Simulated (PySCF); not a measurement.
Core-level binding energies of `FC(F)(F)C1C[SiH2][SiH2]C1`

C4H9F3Si2.
Cartesian coordinates in Å at the PBE0-D3(BJ)/def2-SVP level; atoms count from 1:
```
atom  x, y, z in Å
F1     2.5246   -0.4594    1.2213
C2     1.6698    0.4187    0.6915
F3     0.8179    0.7786    1.6707
F4     2.3695    1.5082    0.3649
C5     0.9364   -0.1599   -0.5009
C6     0.0147    0.8906   -1.1436
Si7   -1.6014    1.1177   -0.1386
Si8   -1.4715   -1.0287    0.7881
C9     0.1729   -1.4373   -0.1103
H10    1.7424   -0.4183   -1.2092
H11   -0.2872    0.5161   -2.1357
H12    0.5523    1.8352   -1.3164
H13   -1.5305    2.2411    0.8412
H14   -2.7526    1.3611   -1.0612
H15   -2.5409   -1.9815    0.3575
H16   -1.3582   -1.0817    2.2753
H17    0.8170   -2.1235    0.4601
H18   -0.1028   -1.9662   -1.0374
```

The calculation used delta-SCF UKS SCAN, pcX-2 on the ionised atom, pcseg-1 elsewhere, spin-free X2C in PySCF 2.14.0. These are vertical core ionisation energies against the vacuum level, from separate self-consistent calculations with and without the core hole.

Question: What binding energy does each computed site have?

Answer: 
```tsv
atom(s)	bonded to	level	binding energy (eV)	2p1/2 (eV)	above the level's lowest (eV)	count
Si7/Si8	C, 2 H and Si	Si 2p3/2	106.25	106.88	0.00	2
C6/C9	C, 2 H and Si	C 1s	290.43	–	0.00	2
C5	3 C and H	C 1s	291.55	–	+1.12	1
C2	3 F and C	C 1s	297.95	–	+7.52	1
F1/F3/F4	C	F 1s	693.84	–	0.00	3
Si7/Si8	C, 2 H and Si	Si 1s	1845.96	–	0.00	2
```

The listed C 1s values span 7.52 eV, from C6/C9 (bonded to C, 2 H and Si) to C2 (bonded to 3 F and C). The widest gap between neighbouring values is 6.40 eV, between 291.55 and 297.95 eV. Summing the Pauling electronegativity differences to the bonded atoms, each weighted by its formal bond order, gives -1.35 for the lowest site and +4.29 for the highest; no listed site has a larger sum than the highest.

Question: Which photon energy gives electrons from F 1s of F1/F3/F4 a kinetic energy of 50 eV, and what is their de Broglie wavelength?

Answer: hν = 693.84 + 50 = 743.84 eV, recoil neglected; λ = 12.264 Å/√(E/eV) = 1.73 Å.

Question: Express the binding energy of F 1s of F1/F3/F4 in atomic units and per mole.

Answer: 693.84 eV = 25.4981 Eh = 66945 kJ/mol.

Topologically equivalent atoms share the value of their first member; where this conformer doesn't relate them by symmetry, their own values could differ. Spin–orbit and ligand-field terms were added within each 2p shell after the spin-free SCF. 2p1/2 minus 2p3/2 (ligand field included): Si 0.62 eV. Geometry: PBE0-D3(BJ)/def2-SVP, one conformer, isolated molecule.
